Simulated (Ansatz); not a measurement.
One change: `C=C[SiH](O)O[SiH2]O` becomes `CO[SiH](O)O[SiH2]O`.

Ansatz, PBE0-D4/def2-TZVP geometries, multiplicity 1. Each molecule was computed in one conformer, which needn't be the lowest.

```tsv
property	`C=C[SiH](O)O[SiH2]O`
LUMO energy (PBE/def2-TZVPP) / eV	-1.74
size of the dipole moment (ωB97M-V/def2-TZVPP) / D	1.51
LUMO energy (B3LYP/def2-TZVPP) / eV	-0.96
HOMO energy (ωB97M-V/def2-TZVPP) / eV	-10.46
size of the dipole moment (PBE/def2-TZVPP) / D	1.50
LUMO energy (PBE0/def2-TZVPP) / eV	-0.74
```

(1) What does the change do to each property? (Estimate.)

Results:

(1) Ansatz gave: 
```
                                          property  `CO[SiH](O)O[SiH2]O`  shift
                 LUMO energy (PBE/def2-TZVPP) / eV                 -0.22   1.52
size of the dipole moment (ωB97M-V/def2-TZVPP) / D                  2.98   1.47
               LUMO energy (B3LYP/def2-TZVPP) / eV                  0.31   1.27
             HOMO energy (ωB97M-V/def2-TZVPP) / eV                -10.69  -0.23
    size of the dipole moment (PBE/def2-TZVPP) / D                  2.88   1.38
                LUMO energy (PBE0/def2-TZVPP) / eV                  0.66   1.40
```

With PBE0 the HOMO falls by 0.17 eV and the LUMO rises by 1.40 eV, so the gap widens by about 1.57 eV. PBE moves the HOMO by 0.03 eV and ωB97M-V by -0.23 eV. Dipoles are sizes alone; their direction can turn.

B3LYP here is the variant with VWN-RPA as its local correlation; programs differ in this.
